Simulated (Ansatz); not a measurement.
**Exact exchange and the vertical ionisation energy of CH6BNO2**

CH6BNO2: 11 atoms, total charge 0, spin state singlet. As SMILES, `COB(N)O`. The coordinates come from a PBE0-D4/def2-TZVP relaxation. This is one conformer, not always the lowest.

The vertical ionisation energy (to the doublet cation) y, in eV, basis 6-31G(d); a is the functional's share of exact exchange. Programs: Ansatz 0.2.0.

| functional | program | a | y (eV) |
| --- | --- | --- | --- |
| PBE | Ansatz | 0 | 9.21 |
| r2SCAN | Ansatz | 0 | 9.41 |
| B3LYP | Ansatz | 0.2 | ? |
| PBE0 | Ansatz | 0.25 | 9.62 |
| r2SCAN0 | Ansatz | 0.25 | 9.68 |
| BHLYP | Ansatz | 0.5 | 9.72 |

**Question.** Fit y = c + s·a to the known rows and predict B3LYP.

**Answer.** 
1. Means of the 5 rows: a = 0.2000, y = 9.528.
2. Σ(Δa)² = 0.175, Σ(Δa·Δy) = 0.157, so the slope is 0.157/0.175 = 0.89714.
3. Intercept: 9.528 − (0.89714) × 0.2000 = 9.349. The largest residual of the fit is 0.14.
4. B3LYP: 9.349 + (0.89714) × 0.2 = 9.53 eV.

The run gave 9.58 eV, so the prediction is off by -0.05 eV, within the largest residual. The rows mix families of semi-local functionals, which the line can't see.
